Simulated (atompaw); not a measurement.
**u(r) = r·R(r): atom against pseudo-atom (helium (He))**

Columns: radius, all-electron u(r) and pseudo u(r) of the 1s shell (level -38.64 eV) of helium in the configuration 1s1; PBEsol, scalar-relativistic, PAW (atompaw) scheme, atompaw 4.2.0.5.

```tsv
r (bohr)	all-electron	pseudo
0.014	0.0747	0.0617
0.028	0.1452	0.1231
0.042	0.2117	0.1837
0.055	0.2701	0.2389
0.069	0.3294	0.2970
0.083	0.3853	0.3533
0.097	0.4378	0.4076
0.111	0.4870	0.4596
0.125	0.5333	0.5090
0.138	0.5735	0.5525
0.152	0.6142	0.5968
0.166	0.6522	0.6382
0.180	0.6877	0.6768
0.194	0.7207	0.7125
0.208	0.7513	0.7455
0.222	0.7798	0.7758
0.235	0.8043	0.8016
0.249	0.8287	0.8271
0.263	0.8513	0.8504
0.277	0.8719	0.8715
0.291	0.8909	0.8907
0.305	0.9081	0.9080
0.318	0.9227	0.9227
0.332	0.9369	0.9369
0.346	0.9497	0.9497
0.360	0.9612	0.9612
```

**Question.** How many radial nodes do the two functions have?

**Answer.** The all-electron 1s function has n − l − 1 = 0; the pseudo-wave has 0.

**Question.** Is the pseudo-wave norm-conserving?

**Answer.** No, it belongs to a PAW set: the norm inside the radius is not constrained, and the difference is carried by the augmentation charge.
